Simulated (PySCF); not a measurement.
# Dy (dysprosium, neutral): B3LYP calculation

Configuration: [Xe] 4f10 6s2, one real determinant. All numbers are calculated (PySCF 2.14, the spin-free X2C one-electron Hamiltonian (Gaussian nucleus), in ANO-RCC-VTZP (8s7p5d3f2g1h, 104 functions)).

- Total energy: -12156.64 hartree
- One-electron energy: -16648.32 hartree
- Hartree (Coulomb) energy: 4759.28 hartree
- Exchange-correlation energy: -267.60 hartree
- ⟨S²⟩: 6.0044
- ⟨L²⟩: 34.010
- Sum of ⟨r⟩: 44.07 bohr
- Sum of ⟨r²⟩: 77.89 bohr²
- Traceless quadrupole moment −½Σ⟨3z² − r²⟩ along its main axis: -0.0198 e·bohr²
- Langevin diamagnetic susceptibility: -61.7 ×10⁻⁶ cm³/mol
- Time after the integrals: roughly 7 core-seconds

```csv
shell,electrons,mean orbital energy (hartree),spread (hartree),"rms radius, mean of both spins (bohr)"
1s α,1,-1970.24342,0,0.0240
1s β,1,-1970.24288,0,0.0240
2s α,1,-329.06217,0,0.0971
2s β,1,-329.05938,0,0.0971
2p α,3,-292.59103,0.00218,0.0874
2p β,3,-292.58873,0.00207,0.0874
3s α,1,-73.66893,0,0.250
3s β,1,-73.60361,0,0.250
3p α,3,-62.37303,0.01269,0.251
3p β,3,-62.30539,0.00875,0.251
3d α,5,-47.53221,0.01588,0.230
3d β,5,-47.47282,0.00626,0.230
4s α,1,-14.79825,0,0.564
4s β,1,-14.64427,0,0.564
4p α,3,-11.04693,0.01998,0.599
4p β,3,-10.88893,0.01044,0.599
4d α,5,-5.85145,0.03168,0.659
4d β,5,-5.67849,0.01196,0.659
5s α,1,-1.90183,0,1.39
5s β,1,-1.83572,0,1.39
5p α,3,-0.99992,0.00765,1.66
5p β,3,-0.95183,0.00420,1.66
4f α,7,-0.22936,0.03977,1.00
6s α,1,-0.15376,0,4.42
6s β,1,-0.14971,0,4.42
4f β,3,-0.13561,0.00923,1.00
```

⟨L²⟩ = 34.01 against 42 for a pure I term, so this real determinant mixes terms. Spin-orbit coupling, absent here, splits the open shell strongly.

Densities and radii are taken from the X2C orbitals without a picture-change correction, which distorts them close to the nucleus.
